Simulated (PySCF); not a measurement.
CH4BF. Atoms are numbered in the order given.

```xyz
7

B     -0.2274    -0.4444     0.1408
H     -0.8995    -1.4168     0.3565
F      0.9482    -0.4030     0.7538
C     -0.6732     0.7152    -0.7910
H     -1.6183     1.1354    -0.4280
H     -0.8996     0.3217    -1.7885
H      0.0602     1.5177    -0.8825
```

The structure is a stationary point at PBE0-D3(BJ)/def2-TZVP.

Calculation: M06-2X/def2-TZVPD in PySCF.

The molecule is in vacuum.

Computed frontier levels, gap, dipole moment and polarisability:
```yaml
highest_occupied_level: -10.41 eV
lowest_empty_level: 0.22 eV
orbital_gap: 10.64 eV
dipole_moment: 1.36 D
quadrupole, principal values (traceless, Buckingham form, about the centre of nuclear charge): -1.99, -0.39, 2.38 D·Å
mean_static_polarisability: 28.2 bohr³ (4.18 Å³)
polarisability_principal_values: 24.8, 28.4, 31.4 bohr³
```
